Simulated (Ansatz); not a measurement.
Cost and result for the atomization energy of `O[SiH](O)S[SiH2]` radical (10 atoms, 9 bonds).

```xyz
10

O    -1.542   -0.996    0.068
Si   -0.283   -0.404    0.913
O     0.283   -1.568    1.912
S     1.373    0.167   -0.326
Si    0.431    1.731   -1.425
H    -1.390   -1.764   -0.486
H    -0.820    0.771    1.623
H     1.169   -1.476    2.265
H    -0.707    1.226   -2.243
H     1.485    2.313   -2.300
```

Total charge 0; spin multiplicity 2. Geometry: relaxed with PBE0-D4/def2-TZVP. It is one conformer, not always the lowest. Program: Ansatz. Hardware: A = 2 threads of an AMD EPYC 7R13 on a shared host; B = 2 threads of an AMD EPYC 7R13 on a shared host and a share of an NVIDIA H100 80 GB. Times are those of one run each, without the atoms' runs, and a repeat can differ threefold. Electronic energies, without spin–orbit coupling; frozen cores. CCSD(T)/CBS adds CCSD(T) − MP2 in def2-TZVPP to the MP2 limit, and its time is that of the two runs behind it. T1 = 0.014; ⟨S²⟩ of the reference is 0.76. B3LYP takes the VWN-RPA correlation (the form of Gaussian; ORCA's B3LYP/G).

CCSD(T)/CBS is a level of theory with its own doubt, some kJ/mol a heavy atom from the limit and from the frozen cores, so smaller differences don't rank the functionals.

```tsv
level	functions	wall time	atomization (kJ/mol)	difference from CCSD(T)/CBS	per bond
PBE-D4/def2-TZVPP (with forces) [A]	258	7 s	3470.8	13.6	1.5
MP2/def2-QZVPP [B]	474	7.5 s	3484.7	27.5	3.1
B2PLYP/def2-TZVPP [A]	258	15 s	3385.4	-71.8	-8.0
r2SCAN-D4/def2-TZVPP (with forces) [A]	258	15 s	3465.0	7.8	0.9
PBE0-D4/def2-TZVPP [A]	258	15 s	3408.2	-49.0	-5.4
B3LYP-D4/def2-TZVPP (with forces) [A]	258	17 s	3422.3	-34.9	-3.9
CCSD(T)/def2-TZVPP [B]	258	21 s	3338.7	-118.5	-13.2
ωB97X-V/def2-TZVPP [A]	258	28 s	3459.9	2.7	0.3
CCSD(T)/CBS(def2)	–	28 s	3457.2	0.0	0.0
ωB97M-V/def2-TZVPP (with forces) [A]	258	36 s	3453.0	-4.2	-0.5
```

In def2-TZVPP, CCSD(T) changes the Hartree–Fock value by +883.8 kJ/mol (the triples alone add +55.3 kJ/mol) and MP2 by +958.8 kJ/mol; breaking electron pairs costs correlation energy, which Hartree–Fock lacks. From PBE to PBE0 (25 % exact exchange), in def2-TZVPP and without D4, the atomization energy moves by −58.4 kJ/mol: exact exchange takes away binding that semilocal exchange gives to molecules. The D4 term adds +46.3 kJ/mol with B3LYP and +24.2 kJ/mol with PBE0; it sums over pairs of atoms, weighted by their polarisabilities, and B3LYP, whose exchange is more repulsive, gets the larger term.
